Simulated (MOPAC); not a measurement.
MOPAC input (PM6):

```
PM6 1SCF GEO-OK AUX(PRECISION=9) THREADS=1
C4H9N

C    -1.53979150 1    0.26545639 1    0.27089219 1
C    -0.62338202 1   -0.98154047 1    0.20237947 1
C     0.59707019 1   -0.03733106 1    0.27862315 1
C    -0.32373306 1    1.12397970 1   -0.15764146 1
N     1.71320044 1   -0.34677875 1   -0.60216196 1
H    -1.85565850 1    0.48487070 1    1.29119961 1
H    -2.41652261 1    0.27983329 1   -0.37473893 1
H    -0.66443027 1   -1.45559828 1   -0.77908749 1
H    -0.72968169 1   -1.74198353 1    0.97616781 1
H     0.89113256 1    0.10039388 1    1.32883462 1
H    -0.18380706 1    2.09367149 1    0.32031273 1
H    -0.28014244 1    1.24464730 1   -1.24079997 1
H     2.17970751 1   -1.19598411 1   -0.30018422 1
H     2.40601783 1    0.39421310 1   -0.57209056 1
```

Question: What heat of formation does the run end on, and which ionisation energy by Koopmans theorem?

Answer: 6.29 kcal/mol; 9.33 eV.
